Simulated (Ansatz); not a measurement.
Species: C₆H₆Al₂, SMILES `[CH]1=C[C]2=[C](C=[CH][AlH]2)[AlH]1` (charge 0, multiplicity 1).

Q: Give a relaxed geometry from PBE-D3(BJ)/def2-SVP in Ansatz (a quantum-chemistry and plane-wave program).

A: the end point of this relaxation (outside a Z-matrix the atoms follow the SMILES, hydrogens last).
Z-matrix (Å, degrees):
```
C
C 1 1.3854
C 1 1.4920 2 119.52
C 3 1.3677 1 121.09 2 0.00
H 4 1.1007 3 119.97 1 -179.99
H 3 1.1079 4 121.87 5 0.00
C 2 1.4920 1 119.51 3 -180.00
C 7 1.3677 2 121.09 1 0.00
H 8 1.1007 7 119.97 2 180.00
H 7 1.1079 8 121.87 9 0.00
Al 8 1.9601 9 137.02 7 179.99
H 11 1.6014 8 133.16 9 0.01
Al 4 1.9601 5 137.02 3 -179.99
H 13 1.6014 4 133.16 5 0.00
```
